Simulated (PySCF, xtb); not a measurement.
C₅H₁₀, SMILES CC=C(C)C.

GFN2-xTB in xtb 6.7.1 at its own geometry gives an orbital gap of 5.17 eV and a dipole moment of 0.32 D.

Geometry optimised at B3LYP-D3(BJ)/def2-SVP.

### Question
What does CAM-B3LYP/def2-TZVP (PySCF) give? (The exact figures need the calculation; the answer reports its results.)

### Answer
gap 9.80 eV (levels -7.90 and 1.90 eV), dipole 0.20 D.
